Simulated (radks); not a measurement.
The caesium ion Cs29+, configuration [Ar] 3d8. All-electron calculation, Dirac Kohn-Sham, PBEsol, spin-unpolarised, spherical densities, finite nucleus; open shells fill j = l - 1/2 first; Fermi nuclear charge, rms radius 4.8041 fm. Program: a radial shooting solver on a logarithmic mesh with Libxc functionals.

Normalised radial functions P(r) = r R(r) (large component), r in bohr:

| r | 2p1/2 | 2p3/2 | 3p1/2 |
|---|---|---|---|
| 0.001967 | 0.0428 | 0.0166 | 0.0210 |
| 0.002461 | 0.0580 | 0.0255 | 0.0284 |
| 0.003079 | 0.0792 | 0.0388 | 0.0388 |
| 0.003821 | 0.1077 | 0.0581 | 0.0527 |
| 0.004781 | 0.1492 | 0.0878 | 0.0730 |
| 0.005934 | 0.2050 | 0.1299 | 0.1003 |
| 0.007423 | 0.2855 | 0.1934 | 0.1395 |
| 0.009213 | 0.3925 | 0.2814 | 0.1915 |
| 0.01153 | 0.5434 | 0.4100 | 0.2645 |
| 0.01431 | 0.7376 | 0.5809 | 0.3578 |
| 0.0179 | 0.9992 | 0.8184 | 0.4819 |
| 0.02239 | 1.3280 | 1.1261 | 0.6348 |
| 0.02779 | 1.7056 | 1.4905 | 0.8042 |
| 0.03477 | 2.1401 | 1.9242 | 0.9860 |
| 0.04315 | 2.5594 | 2.3610 | 1.1359 |
| 0.05398 | 2.9249 | 2.7677 | 1.2124 |
| 0.067 | 3.1247 | 3.0289 | 1.1447 |
| 0.08382 | 3.0873 | 3.0693 | 0.8590 |
| 0.104 | 2.7731 | 2.8279 | 0.3417 |
| 0.1301 | 2.1955 | 2.3032 | -0.4053 |
| 0.1628 | 1.4921 | 1.6151 | -1.2170 |
| 0.2021 | 0.8612 | 0.9645 | -1.8373 |
| 0.2528 | 0.3887 | 0.4535 | -2.0894 |
| 0.3138 | 0.1383 | 0.1690 | -1.8794 |
| 0.3925 | 0.0337 | 0.0436 | -1.3271 |
| 0.4872 | 0.0058 | 0.0080 | -0.7346 |
| 0.6095 | 0.0005 | 0.0008 | -0.2913 |
| 0.7564 | 0.0000 | 0.0001 | -0.0829 |
| 0.9464 | 0.0000 | 0.0000 | -0.0141 |

2p1/2: eigenvalue -6383.8 eV, 0 radial nodes, <r> = 0.0937 bohr, 90 % of the charge inside 0.154 bohr. 2p3/2: eigenvalue -6029.4 eV, 0 radial nodes, <r> = 0.0995 bohr, 90 % of the charge inside 0.162 bohr. 3p1/2: eigenvalue -2034.1 eV, 1 radial node at r = 0.116 bohr, <r> = 0.278 bohr, 90 % of the charge inside 0.416 bohr.
